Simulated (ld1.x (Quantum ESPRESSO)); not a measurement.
# Configuration tests for Sn (TM)

ld1.x (Quantum ESPRESSO) 7.5 input, shortened:

```
&input
   title='Sn', zed=50., rel=1, dft='PZ', iswitch=3,
   config='[Kr] 4d10 5s2 5p2'
 /
 &inputp
   pseudotype=2, tm=.true., lloc=0,
   nlcc=.false.
 /
2
5P  2  1   2.00   0.00  1.80  1.80  0.0
5S  1  0   2.00   0.00  1.90  1.90  0.0
 &test
   configts(1)='5s2 5p2'
 /
```

Energies are relative to the spin-unpolarised reference configuration 5s2 5p2; without spin polarisation the order of configurations can differ from experiment. Spin-polarised rows fill each open shell by Hund’s rule, majority spin first.

| valence configuration | charge | ΔE all-electron (eV) | error AE − PS (meV) |
| --- | --- | --- | --- |
| 5s2 5p1 | +1 | 7.098 | +6.0 |
| 5s2 5p0 | +2 | 21.362 | +50 |
| 5s1 5p0 | +3 | 52.813 | +285 |
| 5s1 5p2 | +1 | 14.833 | +27 |
| 5s2 5p1.5 | +0.5 | 2.716 | +0.8 |
| 5s2 5p2.3 | -0.3 | -0.899 | +0.5 |
| 5s1 5p3 | 0 | 7.075 | +19 |
| 5s2 5p2 (spin-polarised) | 0 | -0.475 | +77 |
| 5s2 5p1 (spin-polarised) | +1 | 6.945 | +38 |

Levels in the configuration 5s2 5p1:

| level | all-electron (eV) | pseudo (eV) |
| --- | --- | --- |
| 5s | -18.162 | -18.146 |
| 5p | -10.526 | -10.506 |

Note: ghost state, extra bound levels that the all-electron valence spectrum of the same l lacks: p at -1966.1 eV. A true bound ghost makes a file unfit for plane-wave use.
